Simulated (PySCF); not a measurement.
PbCl2, SMILES [Cl][Pb][Cl] (connectivity only; charge and spin as stated), neutral, multiplicity 1. Atoms are numbered in the order given.

```xyz
3

Pb     0.0000     0.0000     0.4696
Cl     0.0000    -1.8965    -1.1325
Cl     0.0000     1.8965    -1.1325
```

Geometry optimised at B3LYP-D3(BJ)/def2-TZVP. The isomer is the one that the SMILES or the coordinates give; other isomers of the formula were not compared. The def2 effective core potentials stand for the cores of Pb; spin–orbit coupling is left out.

The numbers are results of PBE/def2-TZVPD run with PySCF, not measurements.

Mulliken values depend strongly on the basis, most of all with diffuse functions as here. ESP charges are fitted to the potential on shells at 1.4 to 2.0 van der Waals radii. Atomic charges (e):

| atom | Mulliken | ESP fit |
|---|---|---|
| Pb1 | 0.82 | ___ |
| Cl2 | -0.41 | ___ |
| Cl3 | -0.41 | ___ |

**Question.** Fill in the missing entries. (Estimate from the structure and the level; the computed values follow.)

**Answer.** 
- Pb1, ESP fit: 0.60
- Cl2, ESP fit: -0.30
- Cl3, ESP fit: -0.30
